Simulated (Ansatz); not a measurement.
Coupled-cluster run, C2H4Ge (`C#[C][GeH3]`).

```yaml
crystal:
  periodic: [false, false, false]
  atoms:
    - {symbol: C, position_ang: [-0.810403, -1.833472, 0.129138]}
    - {symbol: C, position_ang: [-0.318150, -0.736746, 0.047684]}
    - {symbol: Ge, position_ang: [0.458413, 0.991597, -0.081022]}
    - {symbol: H, position_ang: [-1.245795, -2.803657, 0.201245]}
    - {symbol: H, position_ang: [0.128427, 1.576341, -1.459131]}
    - {symbol: H, position_ang: [-0.127427, 1.876385, 1.025300]}
    - {symbol: H, position_ang: [1.976136, 0.861451, 0.090987]}
basis:
  gaussian: {orbitals: def2-SVP}
correlation: {method: ccsd_t}
```

```sh
$ ansatz run in.yaml --threads 2 --pin off --events-out ev --progress --plain
```

Log, shortened:

```
Functional definition: HF
812 factors; integrals over basis functions are off by at most 1.3e-3 eV
mean field evaluation 1: about -58585.3288 eV, gradient 2.3e1 eV
mean field evaluation 2: about -58585.3915 eV, gradient 2.3e1 eV
mean field evaluation 4: about -58587.1241 eV, gradient 2.6e0 eV
mean field evaluation 8: about -58587.1452 eV, gradient 4.5e-5 eV
mean field -58587.14521008 eV, -2153.0378746771 hartree, gradient 9.2e-7 eV, S^2 0.000000; 0 other end points of the search recorded, 0 dependent functions left out
11 core orbitals not correlated: weight in the atoms' cores, before any rotation towards them, 1.000 or more for the frozen orbitals, at most 0.000 for the correlated occupied ones
reference -58587.14521008 eV, -2153.0378746771 hartree; 13, 13 occupied and 56, 56 virtual orbitals, 812 factors
second order -13.20237053 eV of doubles, -0.00000000 eV of singles
cycle   1  -13.20433003 eV  change   -2.0e-3 eV  update   9.7e-2
cycle   2  -13.70900143 eV  change   -5.0e-1 eV  update   3.1e-2
cycle   3  -13.78934884 eV  change   -8.0e-2 eV  update   1.4e-2
cycle   4  -13.79663769 eV  change   -7.3e-3 eV  update   4.1e-3
cycle   5  -13.79862502 eV  change   -2.0e-3 eV  update   1.3e-3
cycle   6  -13.79892156 eV  change   -3.0e-4 eV  update   3.6e-4
cycle   7  -13.79913061 eV  change   -2.1e-4 eV  update   9.4e-5
cycle   8  -13.79918187 eV  change   -5.1e-5 eV  update   2.9e-5
cycle   9  -13.79918894 eV  change   -7.1e-6 eV  update   8.1e-6
perturbative correction -0.50715854 eV, -0.0186377325 hartree
Total energy: -58601.45155755 eV, -2153.5636232496 hartree
```

Run time 2.4 s (2 threads of a server CPU on a shared host); peak host memory 0.25 GiB.

MP2 recovers 92.3 % of the CCSD(T) correlation energy and the triples give 3.5 %; T1 = 0.0117.
